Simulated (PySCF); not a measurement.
**A PySCF run on AlSe**

State: ²Σ⁺ (doublet), unpaired electrons σ ↑.

An equivalent input (the run itself took its basis sets from the Basis Set Exchange, started from a PBE0 density and held the occupation σ 12α 11β, πx 5α 5β, πy 5α 5β, δx 1α 1β, δy 1α 1β):

```python
from pyscf import gto, dft
mol = gto.M(atom='Al 0 0 0; Se 0 0 2.171', basis={'Al': 'pcseg-1', 'Se': 'pcseg-1'},
            charge=0, spin=1, verbose=4, symmetry='C2v')
mf = dft.UKS(mol, xc='R2SCAN')
mf.grids.atom_grid = (80, 434)
mf.grids.prune = dft.gen_grid.treutler_prune
mf.irrep_nelec = {'A1': (13, 12), 'A2': (1, 1), 'B1': (5, 5), 'B2': (5, 5)}
mf.conv_tol = 1e-9
mf.max_cycle = 60
mf.diis_space = 10
mf.kernel()
```

The log (some set-up lines and the per-cycle HOMO/LUMO lines removed):

```
******** <class 'pyscf.dft.uks_symm.SymAdaptedUKS'> ********
method = SymAdaptedUKS
damping factor = 0
level_shift factor = 0
DIIS = <class 'pyscf.scf.diis.CDIIS'>
diis_start_cycle = 1
diis_space = 10
diis_damp = 0
SCF conv_tol = 1e-09
SCF conv_tol_grad = None
SCF max_cycles = 60
number electrons alpha = 24  beta = 23
Set gradient conv threshold to 3.16228e-05
init E= -2643.65857069956
cycle= 1 E= -2643.6592991739  delta_E= -0.000728  |g|= 0.00952  |ddm|= 0.0883
cycle= 2 E= -2643.65865101885  delta_E= 0.000648  |g|= 0.0277  |ddm|= 0.0591
cycle= 3 E= -2643.65939741708  delta_E= -0.000746  |g|= 0.00132  |ddm|= 0.0441
cycle= 4 E= -2643.65939891088  delta_E= -1.49e-06  |g|= 0.000601  |ddm|= 0.00388
cycle= 5 E= -2643.65939946597  delta_E= -5.55e-07  |g|= 0.000267  |ddm|= 0.00196
cycle= 6 E= -2643.65939958463  delta_E= -1.19e-07  |g|= 5.21e-05  |ddm|= 0.00105
cycle= 7 E= -2643.65939959714  delta_E= -1.25e-08  |g|= 2.24e-05  |ddm|= 0.00034
cycle= 8 E= -2643.65939959996  delta_E= -2.82e-09  |g|= 4.32e-06  |ddm|= 0.000219
cycle= 9 E= -2643.6593996  delta_E= -3.91e-11  |g|= 3.52e-07  |ddm|= 2.66e-05
Extra cycle  E= -2643.6593996  delta_E= -4.09e-12  |g|= 8.72e-07  |ddm|= 2.06e-06
converged SCF energy = -2643.6593996  <S^2> = 0.757885  2S+1 = 2.0078695
```

Repeating this along the bond gives Re = 2.161 Å and ωe = 495 cm⁻¹.

A point of this curve took 1 CPU seconds beside 0.22 for the integrals (shared host).

Spin–orbit coupling is left out. The state is the lowest determinant that a PBE0 search found; another state may lie lower at other levels.
